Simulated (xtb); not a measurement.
Al(H)(OH)(nPr) (C₃H₉AlO), SMILES [OH][AlH][CH2]CC. All values are semi-empirical tight-binding results from xtb (GFN2-xTB unless named), good for trends rather than for accurate numbers. Geometry: GFN2-xTB. One conformer was computed; it need not be the lowest.

Optimised geometry:

Bond lengths (Å): Al1–H2 1.534, Al1–O3 1.641, Al1–C5 2.004, O3–H4 0.947, C5–C6 1.534, C5–H8 1.099, C5–H9 1.099, C6–C7 1.525, C6–H10 1.094, C6–H11 1.094, C7–H12 1.089, C7–H13 1.088, C7–H14 1.089. Angles (°): H2–Al1–O3 115.1, H2–Al1–C5 118.4, O3–Al1–C5 126.5, Al1–O3–H4 178.1, Al1–C5–C6 107.9, Al1–C5–H8 112.8, Al1–C5–H9 113.0, C6–C5–H8 109.1, C6–C5–H9 109.1, H8–C5–H9 104.9, C5–C6–C7 112.4, C5–C6–H10 109.4, C5–C6–H11 109.4, C7–C6–H10 109.4, C7–C6–H11 109.4, H10–C6–H11 106.8, C6–C7–H12 110.5, C6–C7–H13 110.9, C6–C7–H14 110.5, H12–C7–H13 108.4, H12–C7–H14 108.2, H13–C7–H14 108.4.

For metal compounds this method's bond lengths and energies can be far off.

Computed properties:
| Item | Result |
|---|---|
| point group as xtb finds it | Cs |
| orbital gap | 4.31 eV |
| zero-point energy | 69.4 kcal/mol |
| G − E(el) at 298.15 K (modified RRHO) | 49.0 kcal/mol |

Computed atomic charges and the Wiberg bond orders between heavy atoms:
charges (e) Al1 0.35, H2 -0.14, O3 -0.46, H4 0.31, C5 -0.16, C6 -0.05, C7 -0.10, H8 0.05, H9 0.05, H10 0.03, H11 0.03, H12 0.03, H13 0.03, H14 0.03. Bond orders Al1–O3 1.40, Al1–C5 0.99, C5–C6 0.99, C6–C7 1.01.
